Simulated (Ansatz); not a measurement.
## Four-centre ligand exchange

Start structure (Si$_{2}$H$_{7}$OF, singlet), relaxed at PBE0-D4/def2-TZVP:

```csv
atom,x (Å),y (Å),z (Å)
Si1,-0.9222,0.6319,-1.1144
H2,0.1364,1.6810,-1.2936
O3,-0.2687,-0.7126,-0.4849
Si4,0.3460,-1.4783,0.8333
H5,-1.4722,0.3300,-2.4555
H6,-1.9711,1.1962,-0.2297
H7,1.1510,1.8575,0.1216
F8,1.4391,1.6603,0.9808
H9,-0.1889,-0.8699,2.0764
H10,1.8251,-1.3966,0.8119
H11,-0.0745,-2.8994,0.7540
```

The step: Si₂H₆O ([SiH3][O][SiH3]) + HF → Si₂H₅OF ([F][SiH2][O][SiH3]) + H₂; bonds formed: Si1–F8, H2–H7; bonds broken: Si1–H2, H7–F8. Ansatz 0.2.0; basis: def2-TZVPP and def2-QZVPP; cores frozen in the correlated methods. Extrapolation: Hartree–Fock as exp(−7.88 √X), correlation as X^−2.97. Energies below are by CCSD(T) at an estimated basis limit (MP2 extrapolated from triple and quadruple zeta, plus CCSD(T) − MP2 in triple zeta).

(1) What are the electronic barrier and the energy of the step, from the start structure to the end structure? (Judge from chemistry; the value comes from the calculation.)

T1 diagnostic: at most 0.013.

Answers

(1) The calculation gives: Barrier 1.386 eV; step energy -1.329 eV (downhill); reverse barrier, their difference, 2.715 eV. Barrier and step energy count from the start structure, the reverse barrier from the end structure.

The saddle point: One imaginary mode of 1071i cm⁻¹.
```tsv
pair	start (Å)	saddle (Å)	end (Å)
Si1–F8	3.32	1.98	1.60
H2–H7	1.75	0.97	0.75
Si1–H2	1.50	1.70	4.19
H7–F8	0.93	1.21	2.70
```

Zero-point energy (harmonic, PBE0-D4): ZPE is 1.807 eV at the start and 1.760 eV at the saddle, so the barrier goes from 1.386 to 1.338 eV.

Labels in which every atom is bracketed show which atoms are joined, not bond orders.

For scale, one of the runs: CCSD(T)/def2-TZVPP, 244 basis functions, launched by `ansatz run in.yaml --threads 4 --pin off --events-out ev --progress --plain --max-ram 9574MiB`. Time: 110 s of wall clock on 4 CPU threads of an Arm Neoverse V1; the host was shared. Peak host memory: 4.7 GiB.
